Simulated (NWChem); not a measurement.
Molecule: C2H8Si2; SMILES C=C[SiH2][SiH3]

```xyz
12

C      0.5487     2.5844    -0.3168
C      0.2720     1.5518     0.4903
Si    -0.8043     0.0979    -0.0057
Si     0.3992    -1.9263    -0.0406
H      1.1853     3.4115    -0.0044
H      0.1498     2.6515    -1.3274
H      0.7102     1.5542     1.4905
H     -1.9432    -0.0517     0.9478
H     -1.3680     0.3660    -1.3602
H      1.4809    -1.8875    -1.0647
H     -0.5000    -3.0721    -0.3583
H      1.0310    -2.1906     1.2839
```
Atoms are numbered in this order, from 1.

All runs: NWChem. Geometry: optimised at B3LYP/6-31G* (spherical d). Hybrids' shares of exact exchange are those that their runs print; pure functionals count as 0. The functionals differ in more than this share.

| row | share of exact exchange | orbital gap (eV) |
|---|---|---|
| PBE/def2-TZVP | 0.00 | 4.93 |
| LDA (Slater exchange, VWN5)/def2-TZVP | 0.00 | 4.84 |
| TPSSh/def2-TZVP | 0.10 | 5.98 |
| B3LYP/def2-TZVP | 0.20 | withheld |
| Hartree-Fock/def2-TZVP | 1.00 | 12.93 |

### Question
Fit a straight line of the last column on the one before it, predict the withheld value, and compare with the run.

### Answer

1. Means of the 4 shown rows: x = 0.275, y = 7.170. Slope Σ(x − x̄)(y − ȳ)/Σ(x − x̄)² = 5.641/0.7075 = 7.973; intercept 4.977.
2. The shown rows scatter about the line by 0.126 (root mean square); the largest residual is +0.21, at TPSSh/def2-TZVP.
3. At x = 0.20 (B3LYP/def2-TZVP; inside the shown range) the line gives 6.57.
4. The run gives 6.55, -0.02 from the line, 0.2 times the scatter.
